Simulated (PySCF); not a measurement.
## Dipole moment and polarisability of `CCc1ccc(C#N)[nH]1`

C₇H₈N₂.
SMILES with atom numbers: `[CH3:1][CH2:2][c:3]1[cH:4][cH:5][c:6]([C:7]#[N:8])[nH:9]1` (hydrogens: H10, H11, H12 on C1; H13, H14 on C2; H15 on C4; H16 on C5; H17 on N9)

Structure used (GFN2-xTB), in Å, numbered top down from 1:
```xyz
17
C7H8N2 angstrom
C     -2.426   -0.302    0.357
C     -1.514    0.807   -0.174
C     -0.111    0.329   -0.321
C      0.531   -0.240   -1.401
C      1.837   -0.557   -1.009
C      1.966   -0.173    0.315
C      3.068   -0.259    1.167
N      3.976   -0.326    1.869
N      0.766    0.360    0.711
H     -2.420   -1.152   -0.321
H     -3.447    0.061    0.448
H     -2.091   -0.642    1.335
H     -1.542    1.659    0.510
H     -1.878    1.140   -1.147
H      0.103   -0.404   -2.370
H      2.600   -1.011   -1.609
H      0.575    0.721    1.632
```

Level: PBE0/def2-SVPD (PySCF), static field, nuclei fixed, core orbitals frozen in the response. The polarisability tensor in these axes (au):

```
x   127.28  -9.42  18.47
y    -9.42  66.15   3.70
z    18.47   3.70  93.89
```

Problem. What are the eigenvalues, a third of the trace, and Δα (Δα² = ½Σ(αi − αj)² over the three pairs)?

Solution. Principal values 63.15, 87.95 and 136.21 au; mean 95.77 au = 14.19 Å³ = 15.79 × 10⁻⁴⁰ C²·m²/J; Δα = 64.35 au (67 % of the mean).

Problem. What is the dipole moment, and where does it point?

Solution. (-5.00, 1.03, -1.43) D, 5.30 D in size, pointing from the negative to the positive side. Measured along this direction, the outermost atoms are N8 at the negative end and H11 at the positive end.

Problem. What are the principal values of the traceless quadrupole moment, Θ = ½Σq(3rr − r²1), about the centre of nuclear charge?

Solution. -18.46, 2.37, 16.09 D·Å. The values depend on the origin, since the dipole doesn't vanish. The electronic extent ⟨r²⟩ about the same centre is 1395 bohr², a root-mean-square distance of 2.47 Å for the 64 electrons.

Problem. Find the Langevin capture rate constant for H3+ (3.023 u) meeting this molecule (120.069 u), k = 2.342 × 10⁻⁹ cm³/s × √(α in Å³ / reduced mass in u).

Solution. The reduced mass is 2.95 u, so k = 5.14 × 10⁻⁹ cm³/s. The formula leaves out the permanent dipole, which adds to the capture rate.

Problem. Estimate the molar refractivity from the static electronic polarisability.

Solution. Lorentz–Lorenz: R = (4π/3)N_A α = 2.5225 cm³/(mol·Å³) × 14.19 Å³ = 35.8 cm³/mol, in the limit of long wavelengths.

Problem. Orientational against electronic polarisability at 400 K (dilute gas, rigid molecules)?

Solution. In Gaussian units μ²/3kT = 169.66 Å³ against 14.19 Å³, a ratio of 11.95; the Debye molar polarisation (4π/3)N_A(α + μ²/3kT) is 463.8 cm³/mol, leaving out the vibrational part.

One conformer (not necessarily the lowest) at the GFN2-xTB geometry, without solvent, vibrations or thermal averaging.
